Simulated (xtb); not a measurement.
Input for xtb: GFN2-xTB on H4SeSi (SMILES [SiH3][SeH]), a point of a torsion scan.

```
$ xtb mol.xyz --gfn 2 --opt vtight --chrg 0 --uhf 0 --input xcontrol
6

Si    -0.66727077     0.00731737     0.00086368
Se     1.48383170     0.81165304    -0.06945095
H     -0.79834547    -0.74611924     1.25123932
H     -1.52299565     1.20972228    -0.02139445
H     -0.88194156    -0.84094519    -1.17087295
H      2.34606579    -0.38132596    -0.54435030
$constrain
  force constant=1.0
  dihedral: 3,1,2,6,80.0
$end
```

Program output:

```
[...]
           -------------------------------------------------
          |                Calculation Setup                |
           -------------------------------------------------



           -------------------------------------------------
          |                 G F N 2 - x T B                 |
           -------------------------------------------------

        Reference                      10.1021/acs.jctc.8b01176
      * Hamiltonian:
        H0-scaling (s, p, d)           1.850000    2.230000    2.230000
        zeta-weighting                 0.500000
      * Dispersion:
        s8                             2.700000
        a1                             0.520000
        a2                             5.000000
        s9                             5.000000
      * Repulsion:
        kExp                           1.500000    1.000000
        rExp                           1.000000
      * Coulomb:
        alpha                          2.000000
        third order                    shell-resolved
        anisotropic                    true
        a3                             3.000000
        a5                             4.000000
        cn-shift                       1.200000
        cn-exp                         4.000000
        max-rad                        5.000000


          ...................................................
          :                      SETUP                      :
          :.................................................:
          :  # basis functions                  24          :
          :  # atomic orbitals                  22          :
          :  # shells                           10          :
          :  # electrons                        14          :
          :  max. iterations                   250          :
          :  Hamiltonian                  GFN2-xTB          :
          :  restarted?                      false          :
          :  GBSA solvation                  false          :
          :  PC potential                    false          :
          :  electronic temp.          300.0000000     K    :
          :  accuracy                    1.0000000          :
          :  -> integral cutoff          0.2500000E+02      :
          :  -> integral neglect         0.1000000E-07      :
          :  -> SCF convergence          0.1000000E-05 Eh   :
          :  -> wf. convergence          0.1000000E-03 e    :
          :  Broyden damping             0.4000000          :
          :  net charge                          0          :
          :  unpaired electrons                  0          :
          ...................................................

 iter      E             dE          RMSdq      gap      omega  full diag
   1     -6.8770978 -0.687710E+01  0.103E+01    4.67       0.0  T
   2     -6.9881366 -0.111039E+00  0.297E+00    3.97       1.0  T
   3     -6.9931365 -0.499993E-02  0.249E+00    4.22       1.0  T
   4     -6.9936820 -0.545475E-03  0.804E-01    4.08       1.0  T
   5     -6.9932294  0.452621E-03  0.904E-01    4.17       1.0  T
   6     -6.9943179 -0.108856E-02  0.122E-01    4.11       1.0  T
   7     -6.9943202 -0.227854E-05  0.986E-02    4.10       1.0  T
   8     -6.9943236 -0.340656E-05  0.238E-02    4.11       1.7  T
   9     -6.9943238 -0.135740E-06  0.119E-02    4.11       3.4  T
  10     -6.9943238 -0.330536E-07  0.400E-03    4.11      10.2  T
  11     -6.9943238 -0.517650E-08  0.838E-04    4.11      48.7  T
  12     -6.9943238 -0.922693E-10  0.144E-04    4.11     282.9  T

   *** convergence criteria satisfied after 12 iterations ***

         #    Occupation            Energy/Eh            Energy/eV
      -------------------------------------------------------------
         1        2.0000           -0.7665459             -20.8588
         2        2.0000           -0.6982667             -19.0008
         3        2.0000           -0.4707790             -12.8105
         4        2.0000           -0.4560158             -12.4088
         5        2.0000           -0.4522591             -12.3066
         6        2.0000           -0.4133326             -11.2474
         7        2.0000           -0.3802649             -10.3475 (HOMO)
         8                         -0.2292595              -6.2385 (LUMO)
         9                         -0.2173610              -5.9147
        10                         -0.2008757              -5.4661
        11                         -0.1903372              -5.1793
        12                         -0.0991842              -2.6989
       ...                                ...                  ...
        22                          1.0210783              27.7850
      -------------------------------------------------------------
                  HL-Gap            0.1510054 Eh            4.1091 eV
             Fermi-level           -0.3047622 Eh           -8.2930 eV

 SCC (total)                   0 d,  0 h,  0 min,  0.004 sec
 SCC setup           
[...]
 -12.3308
         6        2.0000           -0.4173640             -11.3571
         7        2.0000           -0.3832757             -10.4295 (HOMO)
         8                         -0.2231282              -6.0716 (LUMO)
         9                         -0.2080354              -5.6609
        10                         -0.2014627              -5.4821
        11                         -0.1837711              -5.0007
        12                         -0.1000467              -2.7224
       ...                                ...                  ...
        22                          1.1414574              31.0606
      -------------------------------------------------------------
                  HL-Gap            0.1601475 Eh            4.3578 eV
             Fermi-level           -0.3032020 Eh           -8.2505 eV

 SCC (total)                   0 d,  0 h,  0 min,  0.002 sec
 SCC setup                      ...        0 min,  0.000 sec (  2.448%)
 Dispersion                     ...        0 min,  0.000 sec (  0.653%)
 classical contributions        ...        0 min,  0.000 sec (  0.253%)
 integral evaluation            ...        0 min,  0.001 sec ( 26.157%)
 iterations                     ...        0 min,  0.001 sec ( 29.346%)
 molecular gradient             ...        0 min,  0.001 sec ( 36.810%)
 printout                       ...        0 min,  0.000 sec (  3.910%)

         :::::::::::::::::::::::::::::::::::::::::::::::::::::
         ::                     SUMMARY                     ::
         :::::::::::::::::::::::::::::::::::::::::::::::::::::
         :: total energy              -6.964690377362 Eh    ::
         :: gradient norm              0.000032338126 Eh/a0 ::
         :: HOMO-LUMO gap              4.357833975471 eV    ::
         ::.................................................::
         :: SCC energy                -7.006078349703 Eh    ::
         :: -> isotropic ES            0.018287799896 Eh    ::
         :: -> anisotropic ES          0.001298693409 Eh    ::
         :: -> anisotropic XC          0.002199707468 Eh    ::
         :: -> dispersion             -0.002838888211 Eh    ::
         :: repulsion energy           0.041387631454 Eh    ::
         :: add. restraining           0.000000340886 Eh    ::
         :: total charge               0.000000000000 e     ::
         :::::::::::::::::::::::::::::::::::::::::::::::::::::

           -------------------------------------------------
          |                Property Printout                |
           -------------------------------------------------

    * Orbital Energies and Occupations

         #    Occupation            Energy/Eh            Energy/eV
      -------------------------------------------------------------
         1        2.0000           -0.7698319             -20.9482
         2        2.0000           -0.7001574             -19.0523
         3        2.0000           -0.4788751             -13.0309
         4        2.0000           -0.4568649             -12.4319
         5        2.0000           -0.4531471             -12.3308
         6        2.0000           -0.4173640             -11.3571
         7        2.0000           -0.3832757             -10.4295 (HOMO)
         8                         -0.2231282              -6.0716 (LUMO)
         9                         -0.2080354              -5.6609
        10                         -0.2014627              -5.4821
        11                         -0.1837711              -5.0007
        12                         -0.1000467              -2.7224
        13                         -0.0939863              -2.5575
        14                         -0.0659228              -1.7939
        15                         -0.0091682              -0.2495
        16                          0.0817549               2.2247
        17                          0.0967559               2.6329
        18                          0.4847394              13.1904
       ...                                ...                  ...
        22                          1.1414574              31.0606
      -------------------------------------------------------------
                  HL-Gap            0.1601475 Eh            4.3578 eV
             Fermi-level           -0.3032020 Eh           -8.2505 eV

     #   Z          covCN         q      C6AA      α(0)
     1  14 Si       3.633     0.487    98.015    18.991
     2  34 Se       1.799    -0.436   250.793    27.596
     3   1 H        0.920    -0.065     4.476     3.309
     4   1 H        0.920    -0.071     4.645     3.371
     5   1 H        0.920    -0.068     4.572     3.344
     6   1 H        0.926     0.153     1.369     1.830

 Mol. C6AA /au·bohr⁶  :       1103.820308
 Mol. C8AA /au·bohr⁸  :      59103.114307
 Mol. α(0) /au        :         58.440795


Wiberg/Mayer (AO) data.
largest (>0.10) Wiberg bond orders for each atom

 ---------------------------------------------------------------------------
Note: The following floating-point exceptions are signalling: IEEE_UNDERFLOW_FLAG IEEE_DENORMAL
normal termination of xtb
     #   Z sym  total        # sym  WBO       # sym  WBO       # sym  WBO
 ---------------------------------------------------------------------------
     1  14 Si   3.650 --     2 Se   0.970     4 H    0.888     3 H    0.887
                             5 H    0.886
     2  34 Se   2.057 --     1 Si   0.970     6 H    0.957
     3   1 H    0.996 --     1 Si   0.887
     4   1 H    0.995 --     1 Si   0.888
     5   1 H    0.995 --     1 Si   0.886
     6   1 H    0.976 --     2 Se   0.957
 ---------------------------------------------------------------------------

Topologies differ in total number of bonds
Writing topology from bond orders to xtbtopo.mol

molecular dipole:
                 x           y           z       tot (Debye)
 q only:       -0.798      -0.749      -0.081
   full:       -0.885      -0.743      -0.068       2.942
molecular quadrupole (traceless):
                xx          xy          yy          xz          yz          zz
 q only:       -0.091      -3.380      -0.789      -0.660       0.294       0.880
  q+dip:       -2.382      -4.848       0.348      -0.615       0.514       2.034
   full:       -1.136      -4.911       0.291      -0.908       0.953       0.845

           -------------------------------------------------
          |                Geometry Summary                 |
           -------------------------------------------------

      molecular mass/u    :      111.0766503
   center of mass at/Å    :        0.9027660       0.5853646      -0.0612977
  moments of inertia/u·Å² :        0.7903912E+01   0.1246615E+03   0.1267218E+03
rotational constants/cm⁻¹ :        0.2132821E+01   0.1352272E+00   0.1330287E+00

 * 4 selected distances

     #   Z          #   Z                                           value/Å
     1  14 Si       3   1 H                                       1.4588007 (max)
     1  14 Si       4   1 H                                       1.4548947
     1  14 Si       5   1 H                                       1.4573780
     2  34 Se       6   1 H                                       1.4338807 (min)

 * 2 distinct bonds (by element types)

   Z      Z             #   av. dist./Å        max./Å        min./Å
   1 H   14 Si          3     1.4570245     1.4588007     1.4548947
   1 H   34 Se          1     1.4338807     1.4338807     1.4338807


optimized geometry written to: xtbopt.xyz


           -------------------------------------------------
          | TOTAL ENERGY               -6.964690377362 Eh   |
          | GRADIENT NORM               0.000032338126 Eh/α |
          | HOMO-LUMO GAP               4.357833975471 eV   |
           -------------------------------------------------

------------------------------------------------------------------------
------------------------------------------------------------------------
 total:
 SCF:
 ANC optimizer:
```

The run finished.

Warnings raised: the energy holds the restraint's term.

Cost: very roughly 0.05 core-seconds.
